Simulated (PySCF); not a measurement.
Molecule: SMILES [C@@H]12[C@@H](/C=N/[H])[C@@]1(C#C)[C@H]2C, C8H9N.

Geometry (Å), atoms numbered from 1 in this order:
```xyz
18

H     4.266    0.395   -0.181
N     3.482    0.014    0.343
C     2.364    0.084   -0.226
C     1.164   -0.430    0.444
C     0.073   -1.038   -0.395
C    -1.042   -0.855    0.587
C    -2.467   -0.861    0.094
C    -0.148    0.303    0.218
C    -0.418    1.595   -0.239
C    -0.656    2.712   -0.613
H     2.186    0.518   -1.222
H     1.362   -0.844    1.429
H     0.086   -1.399   -1.401
H    -0.916   -1.285    1.579
H    -3.106   -0.306    0.779
H    -2.841   -1.882    0.030
H    -2.533   -0.401   -0.889
H    -0.865    3.686   -0.937
```

Frames of a GFN2-xTB Langevin trajectory at 300 K; GIAO PBE0/pcSseg-1 shieldings in PySCF, gas phase, non-relativistic; equivalent atoms averaged within each frame.

δ = σ(ref) − σ, references computed at the same level: TMS for 1H (σref 31.72) and 13C (σref 186.93); 15N (σref 267.73) vs NH3. The references are static minima.

Q: How do the shifts (ppm) fluctuate along the trajectory?

A: 
```tsv
time (fs)	H1	H11	H13	H12	H18	H14	H15/H16/H17	N2	C3	C9
optimised geometry	10.95	7.94	2.35	1.74	1.78	1.17	1.26	361.8	172.7	83.8
250	10.34	8.89	2.40	1.88	1.67	1.34	0.96	347.3	173.3	81.9
425	10.58	7.32	3.16	2.23	1.98	0.63	1.48	359.7	170.9	83.3
625	11.86	7.90	3.55	3.17	2.53	1.33	1.72	371.5	176.4	91.9
800	11.75	8.26	3.25	0.38	2.10	3.16	1.50	381.2	179.1	84.4
1000	12.21	7.66	1.89	1.76	1.96	1.61	1.17	383.1	171.6	86.2
mean of frames	11.35	8.01	2.85	1.89	2.05	1.62	1.37	368.6	174.3	85.5
standard deviation	0.83	0.60	0.68	1.00	0.31	0.94	0.30	15.1	3.5	3.9
```

5 frames give an uncertainty of the mean of about the standard deviation over 2.2 at best, since frames this close in time may not be independent; classical motion lacks zero-point vibration, and the reference would need the same averaging.
